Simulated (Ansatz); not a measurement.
Pulling on the C3–H4 bond in CH6InN (SMILES [CH3][InH][NH2]) (multiplicity 1 held, fragments rigid). Energies count from the point at 1.090 Å.
Geometry at that point (charge 0, multiplicity 1):
```xyz
9

In    -0.19753    -0.13187    -0.17253
H     -1.33035    -1.07032    -1.06854
C      0.47969     1.91006    -0.40323
H      0.95436     2.03976    -1.37575
H      1.19644     2.15404     0.37930
H     -0.36526     2.59564    -0.34111
N      0.65166    -1.12881     1.37892
H      1.33462    -0.73106     2.00385
H      0.44917    -2.08497     1.62300
```

Signs of static correlation in def2-TZVPP, with CASSCF(2,2), from Ansatz (a program for electronic structure) runs.

```
R (Å)  T1 of restricted CCSD  largest double amplitude of restricted CCSD  CASSCF natural occupations
-----  ---------------------  -------------------------------------------  --------------------------
0.872                  0.012                                        0.039                   1.99 0.01
0.981                  0.012                                        0.039                   1.99 0.01
1.090                  0.012                                        0.038                   1.98 0.02
1.199                  0.012                                        0.033                   1.98 0.02
1.308                  0.012                                        0.031                   1.97 0.03
1.471                  0.013                                        0.036                   1.94 0.06
1.635                  0.015                                        0.035                   1.91 0.09
1.907             (withheld)                                        0.050                   1.84 0.16
2.180                  0.028                                        0.191                   1.72 0.28
2.507             (withheld)                                        0.347                   1.55 0.45
2.943                  0.060                                        0.535                   1.33 0.67
3.488                  0.078                                        0.725                   1.16 0.84
```

**Question.** Some entries are withheld; supply them.

**Answer.** 
- 1.907, T1 of restricted CCSD: 0.020
- 2.507, T1 of restricted CCSD: 0.041

Doubts at one or more of the structures used: a restricted determinant that unrestricted orbitals would lower (R-CCSD(T)/def2-TZVPP); other coupled-cluster roots lie near (R-CCSD(T)/def2-TZVPP); T1 above 0.05 (R-CCSD(T)/def2-TZVPP).
